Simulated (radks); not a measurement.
Neutral magnesium inside a hard spherical wall (all orbitals vanish at R), configuration held at [Ne] 3s2 and not refilled when levels cross. Calculated with a radial shooting solver on a logarithmic mesh with Libxc functionals: non-relativistic Kohn-Sham, PBE, spin-polarised, spherical densities, point nucleus. Eigenvalues in eV for spin up, with the zero of energy where the potential of the charges vanishes at infinity; a dash marks a level that is unbound or too diffuse for the functional's potential to be trusted. A positive occupied level is held by the wall or, in an anion where self-interaction has pushed it up, behind a barrier. The pressure on the wall is -dE/dV.

\begin{tabular}{lrrrrrrrrr}
R (bohr) & E (hartree) & kinetic (hartree) & e(1s) & e(2s) & e(2p) & e(3s) & e(3p, empty) & e(4s, empty) & pressure (GPa) \\ \hline
free & -199.95512 & 199.594 & -1257.2 & -79.552 & -46.656 & -4.699 & -1.337 & - & 0 \\
20 & -199.95512 & 199.594 & -1257.2 & -79.552 & -46.656 & -4.699 & -1.337 & - & < 0.0001 \\
15 & -199.95511 & 199.594 & -1257.2 & -79.552 & -46.655 & -4.699 & -1.332 & 0.256 & < 0.0001 \\
8 & -199.95050 & 199.628 & -1256.8 & -79.223 & -46.327 & -4.464 & -0.785 & 4.132 & 0.182 \\
7 & -199.94163 & 199.679 & -1256.4 & -78.812 & -45.917 & -4.145 & -0.228 & 6.710 & 0.686 \\
6 & -199.91619 & 199.798 & -1255.5 & -77.978 & -45.086 & -3.416 & 0.921 & 11.362 & 2.68 \\
3 & -198.81734 & 202.931 & -1243.6 & -67.696 & -34.833 & 15.874 & 24.843 & 88.926 & 390 \\
2.5 & -197.65667 & 205.936 & -1236.0 & -62.135 & -29.127 & 33.397 & 43.845 & 145.06 & 1300 \\
2 & -194.69404 & 213.506 & -1219.1 & -51.164 & -17.418 & 74.264 & 84.703 & 259.98 & 5630 \\
\end{tabular}
